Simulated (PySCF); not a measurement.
# What a mistake does to a calculation on AlBH5OSi

All numbers below are calculated, not measured. They come from PySCF 2.14.0, an open-source quantum chemistry program, on an isolated molecule that a program drew, which may never have been made. The molecule is AlBH5OSi (charge 0, doublet), drawn as the SMILES string `O[B]([AlH2])[SiH2]`.

Each row is a Hartree-Fock (HF) and frozen-core CCSD(T) single point in the cc-pV(D+d)Z basis, meant for a local HF minimum. Run 1 is clean. Each other run has one planted mistake out of seven kinds, and not every kind appears here: one electron removed, one electron added, multiplicity raised by two, geometry at a saddle point, minimal basis STO-3G, one bond length entered in bohr, all coordinates scaled. The reference is restricted for singlets and unrestricted otherwise, and also for a bond in bohr. Adding or removing an electron swaps singlet and doublet. Electrons count all cores. HOMO and LUMO are orbital energies over both spins, the gradient is its largest component, and the lowest frequency (negative if imaginary) is given only where the gradient is small. Bond lengths are over the 8 bonds as drawn. T1 is the CCSD diagnostic: over 0.02 (restricted) or 0.045 (unrestricted) a single reference is doubtful.

Geometry of the clean run:
```xyz
9
AlBH5OSi, angstrom
O    -1.0481    1.1845    2.6775
B    -0.4911    0.4402    1.6844
Al   -1.6845   -0.5548    0.1403
Si    1.5357    0.3671    1.6745
H    -1.9921    1.2331    2.6534
H    -1.0293   -1.2977   -1.0970
H    -3.2744   -0.5470    0.2470
H     2.1530   -0.7425    0.9068
H     2.2952    0.5986    2.9282
```

| run | electrons | basis functions | <S^2> | HOMO (eV) | LUMO (eV) | gradient (hartree/bohr) | lowest frequency (cm^-1) | mean bond (Å) | longest bond (Å) | T1 | HF (hartree) | CCSD(T) (hartree) | mistake |
|---|---|---|---|---|---|---|---|---|---|---|---|---|---|
| 1 | 45 | 99 | 0.779 | -8.17 | 0.25 | 2.9e-05 | 90 | 1.5838 | 2.191 | 0.0195 | -633.28778 | -633.77175 | no fault |
| 2 | 45 | 99 | 1.550 | -7.59 | -0.04 | 1.2e-02 | - | 1.7611 | 3.011 | 0.0557 | -633.19022 | -633.66769 | one bond length entered in bohr |
| 3 | 44 | 99 | 0.000 | -14.54 | -6.42 | 4.0e-02 | - | 1.5838 | 2.191 | 0.0251 | -633.01981 | -633.49488 | one electron removed |
| 4 | 45 | 99 | 3.768 | -6.28 | -0.81 | 2.6e-02 | - | 1.5838 | 2.191 | 0.0219 | -633.19963 | -633.67490 | multiplicity raised by two |
| 5 | 45 | 33 | 0.761 | -5.07 | 6.32 | 6.3e-02 | - | 1.5838 | 2.191 | 0.0190 | -625.68286 | -625.87637 | ? |

**Which mistake was planted in run 5, and what did it cost?**

It has 33 basis functions where the clean run has 99, with the same electrons and geometry. So the mistake is: minimal basis STO-3G. Subtracting run 1 and multiplying by 627.51 kcal/mol a hartree, the energy moved by 4772.2 kcal/mol in HF and 4954.4 kcal/mol in CCSD(T).

Cautions from the logs. Run 2: T1 is over the limit, so its CCSD(T) energy is less reliable; run 3: T1 is over the limit, so its CCSD(T) energy is less reliable.
